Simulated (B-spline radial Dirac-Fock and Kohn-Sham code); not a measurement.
**Photoabsorption cross section of Hf⁺ by shell**

System: the Hf⁺ ion in the configuration 1s2 2s2 2p6 3s2 3p6 3d10 4s2 4p6 4d10 4f14 5s2 5p6 5d1 6s2.

Model: a relativistic central-field model (Hartree-Slater potential of the initial state, Latter tail, multipole expansion of the photon field, Dirac-Fock thresholds). Program: a radial B-spline solver.

Computed thresholds (eV): K 65357.4, L1 11295.5, L2 10756.1, L3 9577.7, M1 2622.9, M2 2385.8, M3 2129.9, M4 1733.8, M5 1679.2, N1 559.7, N2 462.0, N3 403.7, N4 243.2, N5 232.5, N6 33.09, N7 31.44, O1 86.96, O2 56.25, O3 48.36, O4 14.89, O5 14.48, P1 13.35.

```tsv
photon energy (eV)	total (b)	K (%)	L (%)	M (%)	N (%)	O (%)	P (%)
67.9	5.700e+06	–	–	–	54.5	44.9	0.6
95.2	6.119e+06	–	–	–	85.9	13.7	0.4
174	7.118e+06	–	–	–	96.1	3.8	0.2
257	6.269e+06	–	–	–	97.0	2.9	0.1
278	5.685e+06	–	–	–	96.9	3.0	0.1
345	4.451e+06	–	–	–	96.8	3.1	0.1
387	3.904e+06	–	–	–	96.8	3.1	0.1
472	3.321e+06	–	–	–	97.0	2.9	0.1
506	3.021e+06	–	–	–	97.0	3.0	0.1
1020	959700	–	–	–	96.2	3.7	0.1
1160	747700	–	–	–	95.9	3.9	0.1
1420	496800	–	–	–	95.5	4.4	0.1
2340	847400	–	–	80.1	18.8	1.1	0.0
3990	263600	–	–	81.5	17.2	1.3	0.0
5330	127900	–	–	81.1	17.4	1.5	0.0
11900	67820	–	76.5	18.8	4.2	0.5	0.0
21500	14410	–	77.3	18.0	4.1	0.5	0.0
21800	13880	–	77.3	18.0	4.1	0.5	0.0
43300	2140	–	77.6	17.7	4.1	0.6	0.0
58400	932.6	–	77.6	17.6	4.2	0.6	0.0
64300	712.9	–	77.6	17.6	4.2	0.6	0.0
146000	411.4	82.6	13.5	3.0	0.7	0.1	0.0
```

Run: 11 s of CPU time on 1 thread of Neoverse-N1 (shared host), peak memory 0.47 GiB.
